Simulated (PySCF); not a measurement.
Cartesian coordinates in Å; atom numbers follow the order of the lines, from 1:
```xyz
19

C     2.9156    0.7481    0.0557
C     1.8601   -0.2499   -0.3149
O     1.9907   -1.1571   -1.0938
O     0.7176   -0.0076    0.3474
C    -0.3961   -0.8654    0.0664
C    -1.0698   -0.4330   -1.2389
O    -1.8072    0.7484   -1.0154
Si   -2.1975    0.9803    0.6058
C    -1.3927   -0.6266    1.1974
H     3.1017    0.7112    1.1389
H     2.5627    1.7629   -0.1786
H     3.8376    0.5314   -0.4946
H    -0.0348   -1.9027   -0.0071
H    -0.3180   -0.2632   -2.0239
H    -1.7339   -1.2474   -1.5858
H    -1.5952    2.2359    1.1387
H    -3.6750    1.0333    0.8070
H    -2.1450   -1.4317    1.2077
H    -0.8915   -0.6095    2.1747
```

Geometry: PBE0-D3(BJ)/def2-SVP; GIAO absolute shieldings from PySCF, gas phase, non-relativistic, averaged over equivalent atoms.

At PBE0/pcSseg-1 (210 basis functions, 72 s wall time on 1 thread of an Arm Neoverse N1, shared host):
| atoms | σ (ppm) |
| --- | --- |
| C2 | 10.3 |
| C5 | 109.1 |
| C6 | 110.4 |
| C1 | 162.2 |
| C9 | 168.1 |
| O3 | -123.3 |
| O4 | 103.2 |
| O7 | 315.2 |
| Si8 | 344.8 |
| H16 | 26.20 |
| H13 | 26.23 |
| H17 | 26.24 |
| H14 | 26.97 |
| H15 | 27.67 |
| H10/H11/H12 | 29.26 |
| H19 | 30.18 |
| H18 | 30.21 |

Q: What do these become at CAM-B3LYP/pcSseg-1?

A: 
```json
{"atoms": "C2", "σ at CAM-B3LYP/pcSseg-1": "4.3", "change": "-6.0"}
{"atoms": "C5", "σ at CAM-B3LYP/pcSseg-1": "106.5", "change": "-2.6"}
{"atoms": "C6", "σ at CAM-B3LYP/pcSseg-1": "107.9", "change": "-2.5"}
{"atoms": "C1", "σ at CAM-B3LYP/pcSseg-1": "159.8", "change": "-2.4"}
{"atoms": "C9", "σ at CAM-B3LYP/pcSseg-1": "166.0", "change": "-2.1"}
{"atoms": "O3", "σ at CAM-B3LYP/pcSseg-1": "-126.6", "change": "-3.3"}
{"atoms": "O4", "σ at CAM-B3LYP/pcSseg-1": "107.5", "change": "+4.3"}
{"atoms": "O7", "σ at CAM-B3LYP/pcSseg-1": "319.2", "change": "+4.0"}
{"atoms": "Si8", "σ at CAM-B3LYP/pcSseg-1": "338.9", "change": "-5.9"}
{"atoms": "H16", "σ at CAM-B3LYP/pcSseg-1": "26.39", "change": "+0.19"}
{"atoms": "H13", "σ at CAM-B3LYP/pcSseg-1": "26.35", "change": "+0.12"}
{"atoms": "H17", "σ at CAM-B3LYP/pcSseg-1": "26.42", "change": "+0.18"}
{"atoms": "H14", "σ at CAM-B3LYP/pcSseg-1": "27.04", "change": "+0.07"}
{"atoms": "H15", "σ at CAM-B3LYP/pcSseg-1": "27.75", "change": "+0.08"}
{"atoms": "H10/H11/H12", "σ at CAM-B3LYP/pcSseg-1": "29.32", "change": "+0.06"}
{"atoms": "H19", "σ at CAM-B3LYP/pcSseg-1": "30.29", "change": "+0.11"}
{"atoms": "H18", "σ at CAM-B3LYP/pcSseg-1": "30.34", "change": "+0.13"}
```

The largest change is at C2 (ester carbonyl carbon). Cost: 210 basis functions, 94 s wall time on 1 thread of an Arm Neoverse N1, shared host. The order of the carbon signals is the same at both levels.
